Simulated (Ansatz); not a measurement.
Calculated with Ansatz (gas phase, PBE0-D4/def2-TZVP geometries, no zero-point term in ΔE). CBS: MP2 limit from def2 TZ/QZ plus the TZ coupled-cluster correction, frozen cores. This one scheme is used for every species. Functionals use def2-TZVPP. Each species was taken in one conformer, which may not be the lowest.

Reaction (ligand exchange at a B–N bond): `BN=C=C` + `C[O][AlH][NH2]` → `B[NH][AlH][O]C` + `C=C=N`

CCSD(T)/CBS gives -1.6 kJ/mol.

(1) Another level gave +14.6 kJ/mol. Which?
A. ωB97M-V/def2-TZVPP
B. B2PLYP/def2-TZVPP
C. PBE0/def2-TZVPP
D. HF/def2-TZVPP

Largest T1 diagnostic among the species: 0.017.

Answers

(1) D. HF/def2-TZVPP 14.6, B2PLYP 9.6, PBE0 4.2, ωB97M-V -4.2 kJ/mol.

In def2-TZVPP, CCSD(T) changes the Hartree–Fock value by −18.2 kJ/mol (the triples alone add −2.2 kJ/mol) and MP2 by −14.3 kJ/mol. From PBE to PBE0 (25 % exact exchange), in def2-TZVPP and without D4, ΔE moves by −3.6 kJ/mol. The D4 term adds −4.3 kJ/mol with B3LYP and −2.4 kJ/mol with PBE0; it sums over pairs of atoms, weighted by their polarisabilities, and B3LYP, whose exchange is more repulsive, gets the larger term.

B3LYP here is the variant with VWN-RPA as its local correlation; programs differ in this.
